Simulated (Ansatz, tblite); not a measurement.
Removing and adding an electron: TiO2. The state is a singlet with charge 0. Geometry: PBE-D4/def2-TZVP. Ansatz, gas phase; energy differences of separate SCF runs; the oxidised species was run as a doublet alone; the reduced species was run as a doublet alone.

Cartesian coordinates in Å:
```
Ti 0.447 0.334 -0.285
O -0.639 0.947 0.796
O 0.192 -1.281 -0.510
```

The xTB rows come from tblite. Correlated methods freeze 7 core orbitals; core or outer-core shells of Ti are correlated, in sets that lack core-valence functions.

```
             level  −HOMO (eV)  vertical IE (eV)  −LUMO (eV)  vertical EA (eV)  HOMO–LUMO gap (eV)  IE − EA (eV)                                     remarks
          GFN1-xTB       13.88             18.48       11.60              7.38                2.28         11.10                                           –
     HF/def2-TZVPD           –                 –           –              1.71                   –             –    test for broken spin undecided (singlet)
 PBE-D4/def2-TZVPD        5.81                 –        3.58              1.45                2.23             –                HOMO above zero (-1 doublet)
 PBE0-D4/def2-TZVP        7.24              9.61        2.82                 –                4.41             –  spin-contaminated (⟨S²⟩ 0.83) (+1 doublet)
   CCSD/def2-TZVPD           –                 –           –              1.65                   –             –    test for broken spin undecided (singlet)
CCSD(T)/def2-TZVPD           –                 –           –              1.51                   –             –    test for broken spin undecided (singlet)
```

(1) Estimate the rows for GFN2-xTB, PBE-D4/def2-TZVP, r2SCAN-D4/def2-TZVP, r2SCAN-D4/def2-TZVPD, PBE0-D4/def2-TZVPD, MP2/def2-TZVPD.

## Answers

(1) 
| level | −HOMO (eV) | vertical IE (eV) | −LUMO (eV) | vertical EA (eV) | HOMO–LUMO gap (eV) | IE − EA (eV) | remarks |
| --- | --- | --- | --- | --- | --- | --- | --- |
| GFN2-xTB | 11.38 | 15.67 | 9.69 | 5.55 | 1.69 | 10.12 | – |
| PBE-D4/def2-TZVP | 5.71 | 9.59 | 3.50 | – | 2.21 | – | – |
| r2SCAN-D4/def2-TZVP | 5.98 | 9.55 | 3.08 | – | 2.91 | – | – |
| r2SCAN-D4/def2-TZVPD | 6.06 | – | 3.13 | 1.47 | 2.92 | – | HOMO above zero (-1 doublet) |
| PBE0-D4/def2-TZVPD | 7.31 | – | 2.91 | 1.57 | 4.40 | – | – |
| MP2/def2-TZVPD | – | – | – | 1.17 | – | – | test for broken spin undecided (singlet) |

Relaxing the oxidised species (PBE-D4/def2-TZVP) changes its energy by -0.12 eV at PBE-D4/def2-TZVP, so the adiabatic ionisation energy to this nearest minimum is 9.46 eV. At PBE0-D4/def2-TZVP it is 9.49 eV.  Relaxing the reduced species (PBE-D4/def2-TZVPD) changes its energy by -0.04 eV at PBE-D4/def2-TZVPD, so the adiabatic electron affinity to this nearest minimum is 1.49 eV. At PBE0-D4/def2-TZVPD that geometry lies 0.02 eV above the vertical one, so it gives no adiabatic value. The highest occupied level of the relaxed charge -1 doublet lies above zero (up to 0.70 eV). By energy differences its removal costs 1.49 eV (each at its own geometry, to the charge 0 singlet, at PBE-D4/def2-TZVPD); the vertical value is larger still, so the positive level points to self-interaction error.  Run but left out: HF/def2-TZVPP, MP2/def2-TZVPP, CCSD/def2-TZVPP, CCSD(T)/def2-TZVPP (charge +1 doublet: ⟨S²⟩ 1.41, where a pure state has 0.75).   A HOMO above zero means that the electron is unbound at that level or that self-interaction error raises the level; the energy of removing that electron tells which. Raw xTB energy differences between charge states are shifted by several eV; the methods need an empirical correction for them.
